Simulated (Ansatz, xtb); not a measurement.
**FGeSi2: where a starting geometry ends**

The starting geometry of this gas-phase doublet has its atoms placed at random.

```
atom    x (Å)    y (Å)    z (Å)
   F  -1.4022  -1.0561  -0.4405
  Ge   0.1258  -0.1161   0.4595
  Si   0.5108  -0.3439  -1.5791
  Si  -1.4638   1.0028  -0.2364
```

**Question.** Guess where an optimisation with r2SCAN-D4/def2-SVP ends from this start.

**Answer.** It ends as a structure given below by its coordinates. Distances that change by over a tenth: Ge2–Si3 (2.09 → 2.34 Å), Ge2–Si4 (2.06 → 2.87 Å). Contacts that close: F1–Si4 (2.07 → 1.79 Å), Si3–Si4 (2.74 → 2.34 Å).

The energy falls by 2.58 eV over 22 steps:

```
step  E − E(last) (eV)
   1             2.582
   3             0.979
   6             0.652
   8             0.614
  10             0.611
  13             0.601
  15             0.594
  17             0.179
  20             0.001
  22             0.000
```

Final geometry (Å):

```csv
atom,x (Å),y (Å),z (Å)
F,-1.6368,-0.7866,0.0461
Ge,0.4488,-0.5842,0.6361
Si,0.5486,0.1123,-1.6008
Si,-1.5900,0.7453,-0.8779
```

From the same start GFN2-xTB ends elsewhere, differing in F1–Ge2 (1.89 against 2.18 Å here), F1–Si4 (3.80 against 1.79 Å here).

From so rough a start the end depends on the optimiser's path, so another program may land elsewhere. No frequencies were run, so the end isn't proven a minimum. Open shells are spin-unrestricted. Run with Ansatz 0.2.0, 5.7 min on 1 thread of Intel(R) Xeon(R) Processor @ 2.70GHz (shared host).
